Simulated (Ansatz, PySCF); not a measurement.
Donor–acceptor adduct: AlH3 (SMILES [AlH3]) (first 4 atoms) with AsH3 (SMILES [AsH3]); geometry from B3LYP-D3(BJ)/def2-TZVP, rigid monomers moved along the line of their centres of mass till Al1···As5 is 3.07 Å.
(charge 0, multiplicity 1):
| atom | x (Å) | y (Å) | z (Å) |
|---|---|---|---|
| Al | 0.2822 | 0.6255 | 0.5610 |
| H | -0.5405 | -0.2926 | -0.4415 |
| H | -0.2475 | 2.0913 | 0.8698 |
| H | 1.8116 | 0.2894 | 0.8303 |
| As | -0.7919 | -0.6569 | 3.1343 |
| H | -0.3268 | -0.1569 | 4.4822 |
| H | -0.5728 | -2.1284 | 3.3984 |
| H | -2.2732 | -0.6353 | 3.4314 |

Interaction energies are E(AB) − E(A) − E(B) at the monomers' geometry in the complex; basis-set methods are counterpoise corrected. Rows marked so take none.

Rows in 3-21G, 6-31G* carry no dispersion term and start afresh at each structure (6-31G* with six Cartesian d functions); the Pople sets are all-electron and without relativity.

Programs: Ansatz (Gaussian basis) for Hartree–Fock, density functionals and correlated methods; PySCF for 3-21G rows, 6-31G* rows, the dispersion terms. 

Q: One of these levels gives -10.98 kcal/mol for the interaction energy. Which?
(A) HF/3-21G (no counterpoise)
(B) PBE-D3(BJ)/def2-TZVPPD
(C) HF/6-31G*

A: A, HF/3-21G (no counterpoise). The others give -9.33 (HF/6-31G*), -13.55 (PBE-D3(BJ)/def2-TZVPPD)

Ansatz is a quantum-chemistry and plane-wave program.
